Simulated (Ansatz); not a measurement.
Ideal-gas functions of `FB(F)Br` at 400 K and 1 bar, from an Ansatz frequency run at PBE0-D4/def2-TZVP.

Molar mass 128.71 g/mol, point group C2v (symmetry number 2), electronic degeneracy 1, moments of inertia 48.441, 180.879, 229.32 u Å². Harmonic wavenumbers (cm⁻¹, unscaled): 295, 352, 571, 635, 1229, 1458.

Use S(trans) = R[1.5 ln M + 2.5 ln T − 1.1517]; rotational temperatures θ = 24.2544 K / I; S(rot) = R[ln(√π/σ · √(T³/θAθBθC)) + 1.5]; for each mode x = 1.438777 ν̃/T, S = R[x/(eˣ − 1) − ln(1 − e⁻ˣ)] and H = RT x/(eˣ − 1); 1 cm⁻¹ = 0.0119627 kJ/mol; R = 8.31446 J/(mol·K).

By hand: the entropy, in J/(mol·K).

Translation 175.5. Rotation: θ = 0.5007, 0.1341, 0.1058 K, giving 106.8. Vibration, mode by mode: 8.20, 6.89, 3.65, 3.05, 0.55, 0.28, in all 22.6. Electronic 0.0. Sum 304.9 J/(mol·K).

By hand: H − E and G − E in kJ/mol, counted from the electronic energy.

Zero-point energy ½ × 4540 × 0.0119627 = 27.2; thermal vibration 5.7; translation, rotation and pV give 4 RT = 13.3. H − E = 46.2 kJ/mol, and G − E = 46.2 − 400 × 304.9/1000 = -75.8 kJ/mol.

Vibration gives 7 % of the entropy.
